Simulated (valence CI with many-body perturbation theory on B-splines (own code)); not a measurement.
Results of a calculation; reference values are marked as such.
# From CI to CI+MBPT in Sn43+

Level of theory: relativistic CI+MBPT: five valence electrons over a frozen Dirac-Fock core [He], radial functions for each j: 9 s, 9 p, 8 d, 6 f, 3 g, 1 h, with the one-electron correlation potential Σ1 (screened to all orders), the two-electron term Σ2, the three-electron term Σ3, Breit, model QED; selected single and double excitations, second order for the rest (own B-spline code, finite nucleus).

The last digits are not significant, and no measured levels were compared; by estimate large intervals hold to a few tenths of a per cent, small ones and those within an open d or f shell to about a per cent. Among the levels kept, up to 1400 cm⁻¹ of a level comes from second order outside the variational space, and about a tenth of that is noise between levels of different J, which matters for small intervals.

Each rung adds one term. CI alone is the Dirac-Coulomb CI over the frozen core; QED comes last and gives the full result, which names the levels. Energies are above (2s^2 2p1/2^2 2p3/2) J=3/2 on the same rung, in Ry.

Levels are named by their leading jj configuration (3d3/2^4 stands for four electrons in 3d with j = 3/2), which in mixed levels can hold well under half, so a name can repeat and another be missing. Letters in brackets count levels of one name in rising energy.

```csv
Level,CI alone
(2s^2 2p1/2 2p3/2^2) J=3/2,16.78
(2s^2 2p1/2 2p3/2^2) J=5/2,18.38
(2s^2 2p1/2 2p3/2^2) J=1/2,20.15
(2s 2p1/2^2 2p3/2^2) J=5/2,31.38
(2s 2p1/2^2 2p3/2^2) J=1/2,35.70
(2s 2p1/2^2 2p3/2^2) J=3/2,35.97
(2s^2 2p3/2^3) J=3/2,37.10
(2s 2p1/2 2p3/2^3) J=3/2 [a],49.50
(2s 2p1/2 2p3/2^3) J=5/2,51.90
(2s 2p1/2 2p3/2^3) J=1/2,54.06
(2s 2p1/2 2p3/2^3) J=3/2 [b],55.04
(2p1/2^2 2p3/2^3) J=3/2,70.97
(2s 2p3/2^4) J=1/2,72.14
(2p1/2 2p3/2^4) J=1/2,89.17
(2s^2 2p1/2^2 3s) J=1/2,285.25
(2s^2 2p1/2^2 3p1/2) J=1/2,289.61
```

**Question.** What do these energies become with core correlation, Breit and QED?

**Answer.** (2s^2 2p1/2 2p3/2^2) J=3/2 16.55 (-0.238); (2s^2 2p1/2 2p3/2^2) J=5/2 17.93 (-0.453); (2s^2 2p1/2 2p3/2^2) J=1/2 19.96 (-0.190); (2s 2p1/2^2 2p3/2^2) J=5/2 30.96 (-0.425); (2s 2p1/2^2 2p3/2^2) J=1/2 35.47 (-0.230); (2s 2p1/2^2 2p3/2^2) J=3/2 35.59 (-0.381); (2s^2 2p3/2^3) J=3/2 36.58 (-0.517); (2s 2p1/2 2p3/2^3) J=3/2 [a] 48.95 (-0.551); (2s 2p1/2 2p3/2^3) J=5/2 51.14 (-0.761); (2s 2p1/2 2p3/2^3) J=1/2 53.49 (-0.567); (2s 2p1/2 2p3/2^3) J=3/2 [b] 54.34 (-0.696); (2p1/2^2 2p3/2^3) J=3/2 70.30 (-0.677); (2s 2p3/2^4) J=1/2 71.34 (-0.797); (2p1/2 2p3/2^4) J=1/2 88.24 (-0.935); (2s^2 2p1/2^2 3s) J=1/2 285.12 (-0.130); (2s^2 2p1/2^2 3p1/2) J=1/2 289.48 (-0.129).

**Question.** How does the ionisation energy move along the ladder, and which term matters most?

**Answer.** CI alone 7078.5, + Σ1 7078.8, + Σ2 7078.9, + Σ3 7078.8, + Breit 7074.5, + QED 7074.2 eV. The largest step is Breit, -4.3 eV. NIST lists 7080 ± 50 eV (semi-empirical).
